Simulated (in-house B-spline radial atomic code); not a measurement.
# Removing one electron from Pm LVI (Pm55+)

Closed shell [He] 2s2 (2p1/2)2. Computed with an all-electron radial atomic-structure program (B-spline basis): Koopmans values of Dirac-Hartree-Fock plus a diagonal self-energy, in second order or with its direct term screened (direct RPA, with the hole-particle interaction, or full time-dependent Hartree-Fock), linearised in energy; no-pair Dirac-Coulomb Hamiltonian, finite nucleus. Shifts add to the Koopmans value (the ΔSCF shift is orbital relaxation alone); the final value takes TDHF screening with Breit and QED.

The shells are closed in jj coupling only; the real ground state mixes other jj configurations.

Command:
```bash
python run_mb.py task.json out
```
Settings (nuclear radius in fm, box in bohr, cutoff in hartree; a minus after a letter marks j = l - 1/2):
```
basis_form          2
Z                   61
core_configuration  [He] 2s2 2p-2
rms_radius          4.962
mass_number         145
speed_of_light      137.036
box_radius          2.375
lmax                7
intervals           56
virtual_cutoff      14884.0
```

Cost of the run: 1.2 s on 1 thread of Arm Neoverse V2, with other jobs on the host.

Energies in eV:

```tsv
subshell	Koopmans	ΔSCF shift	second order	direct RPA	hole-particle	TDHF	Breit + QED	final
2p1/2	11839.68	-1.474	?	?	?	?	?	?
2s1/2	12039.27	-1.002	-1.154	-0.946	-1.828	-1.849	-19.654	12017.77
```

What does the self-energy do to 2p1/2?

It shifts the removal energy by 0.807 eV in second order, 1.101 with direct RPA, 0.655 with the hole-particle term and 0.601 with TDHF screening (quasi-particle weight 0.999); Breit and QED add -20.486 eV. The final value is 11819.79 eV, against 11819 ± 5 eV (NIST, tabulated theory).
